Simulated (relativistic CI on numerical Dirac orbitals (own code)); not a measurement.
**Cr²⁺ in a cubic cluster: L2,3 absorption with charge transfer**

Computed with a charge-transfer multiplet model of a cubic metal-ligand cluster with up to one ligand hole, Slater and spin-orbit integrals from Dirac-Coulomb-Breit ions, Slater integrals scaled by 0.8. The ground state mixes d4 with configurations of k ligand holes L, whose averages lie at kΔ + k(k − 1)U_dd/2; a core hole lowers each added d electron by U_cd. 300 K, Lorentzian 0.4 eV and Gaussian 0.3 eV FWHM.

Atomic integrals in eV (Slater integrals scaled, ζ unscaled), ground: F2dd 7.675, F4dd 4.768, zeta_d 0.027; with the core hole: F2dd 8.366, F4dd 5.204, zeta_d 0.040, zeta_core 5.624, F2cd 4.703, G1cd 3.430, G3cd 1.946.

Cluster parameters (eV): Δ = 5.3, U_dd = 6.5, U_cd = 8.1, 10Dq(ligand) = 0.4, V(eg) = 2.75, V(t2g) = -1.17, final-state hopping factor = 0.8.

Weights, n_d and S are thermal averages at 300 K. Photon energies count from the first peak over 30 % of the highest in each spectrum, which can be another peak from case to case. The parameters are a model scan and need not match a compound or its usual spin state. Peaks in eV (height, largest 100): 0.0 (58), 1.6 (100), 2.4 (73), 7.4 (17), 8.5 (36), 10.5 (33), 11.0 (34).

(1) Which parameters give this spectrum?
A. 10Dq = 0.85 eV
B. 10Dq = 1.45 eV
C. 10Dq = 1.15 eV

Results:

(1) C. 10Dq = 1.15 eV; the ground state then has 4.27 d electrons and S = 2.00. The choice follows from running the model for each set and comparing peak positions and heights. The space is cut while the next configuration still counts.
